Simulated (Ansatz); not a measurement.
BrH₅O₂Si₂, SMILES `O[Si](O)([SiH3])Br`, relaxed with RKS PBE0-D4/def2-TZVP in the Gaussian-basis code of Ansatz from a PBE-D4/def2-SVP geometry. The force threshold is 0.005 eV/Å; the program also tests the step.

The species carries charge 0 and has multiplicity 1.

Start:

```xyz
10

O     1.066    1.615   -0.524
Si    0.047    0.302   -0.600
O     0.704   -0.792   -1.682
Si   -0.247   -0.504    1.576
Br   -2.011    0.866   -1.380
H     1.354    1.975   -1.384
H     0.069   -1.385   -2.122
H    -1.152   -1.704    1.498
H    -0.896    0.546    2.434
H     1.065   -0.919    2.184
```

**Question.** How much energy does the relaxation release, and in how many steps? (Estimate.)

**Answer.** Computed: 6.50 kJ/mol, in 11 steps.

**Question.** Which bonds change most? (Best estimate.)

**Answer.** Computed: O1–Si2 from 1.663 to 1.627 Å; Si2–O3 from 1.674 to 1.638 Å; Si2–Br5 from 2.272 to 2.247 Å; Si4–H8 from 1.505 to 1.487 Å.

**Question.** Give the relaxed structure. (An estimate is asked.)

**Answer.** Ansatz gave: 
```xyz
10

O     1.041    1.573   -0.524
Si    0.052    0.282   -0.596
O     0.682   -0.806   -1.646
Si   -0.245   -0.506    1.578
Br   -1.961    0.855   -1.411
H     1.318    1.982   -1.348
H     0.067   -1.337   -2.156
H    -1.146   -1.687    1.525
H    -0.867    0.553    2.412
H     1.059   -0.910    2.166
```
